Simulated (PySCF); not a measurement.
**Static response to an electric field**

Compound: C7H8BN3O2S.
Cartesian coordinates in Å at the PBE0-D3(BJ)/def2-SVP level; atoms count from 1:
```xyz
22
C7H8BN3O2S angstrom
C     -1.3560   -3.1727    1.3616
C     -0.8739   -1.9153    0.7106
N      0.2852   -1.9407    0.1351
N      0.7729   -0.8291   -0.4673
C      2.0462   -0.9993   -1.0565
N      2.5732   -2.2259   -0.9363
O      2.5990   -0.0683   -1.6290
B      0.0881    0.4765   -0.5378
O      0.6393    1.5372   -1.1479
C     -1.2870    0.4730    0.1494
C     -2.2731    1.4885    0.3139
C     -3.3722    1.0516    1.0034
S     -3.2415   -0.6009    1.4715
C     -1.6821   -0.7232    0.7321
H     -2.3105   -3.5018    0.9201
H     -0.6123   -3.9691    1.2368
H     -1.5319   -3.0130    2.4376
H      2.0396   -2.9351   -0.4484
H      3.4781   -2.3976   -1.3466
H      1.5155    1.2587   -1.4998
H     -2.1656    2.5045   -0.0676
H     -4.2664    1.6159    1.2674
```

Level: PBE0/def2-SVPD (PySCF), static field, nuclei fixed, core orbitals frozen in the response. The polarisability tensor in these axes (au):

```
x   178.56 -16.43 -43.82
y   -16.43 152.42 -14.72
z   -43.82 -14.72 107.52
```

Question: What are the eigenvalues, a third of the trace, and Δα (Δα² = ½Σ(αi − αj)² over the three pairs)?

Answer: Principal values 80.80, 156.65 and 201.05 au; mean 146.17 au = 21.66 Å³ = 24.10 × 10⁻⁴⁰ C²·m²/J; Δα = 105.32 au (72 % of the mean).

Question: What is the dipole moment, and where does it point?

Answer: (-1.47, -3.28, 1.75) D, 4.00 D in size, pointing from the negative to the positive side. Measured along this direction, the outermost atoms are H20 at the negative end and H15, H17 and H16 at the positive end.

Question: In a dilute gas of rigid molecules at 250 K, how does the orientational term μ²/3kT compare with the electronic polarisability?

Answer: In Gaussian units μ²/3kT = 154.79 Å³ against 21.66 Å³, a ratio of 7.15; the Debye molar polarisation (4π/3)N_A(α + μ²/3kT) is 445.1 cm³/mol, leaving out the vibrational part.

Question: Find the Langevin capture rate constant for O2+ (31.990 u) meeting this molecule (209.043 u), k = 2.342 × 10⁻⁹ cm³/s × √(α in Å³ / reduced mass in u).

Answer: The reduced mass is 27.74 u, so k = 2.07 × 10⁻⁹ cm³/s. The formula leaves out the permanent dipole, which adds to the capture rate.

Question: Traceless (Buckingham) quadrupole moment about the centre of nuclear charge: eigenvalues?

Answer: -15.35, -8.41, 23.76 D·Å. The values depend on the origin, since the dipole doesn't vanish. The electronic extent ⟨r²⟩ about the same centre is 3087 bohr², a root-mean-square distance of 2.83 Å for the 108 electrons.

The structure is a single PBE0-D3(BJ)/def2-SVP conformer in the gas phase; no vibrational or solvent corrections.
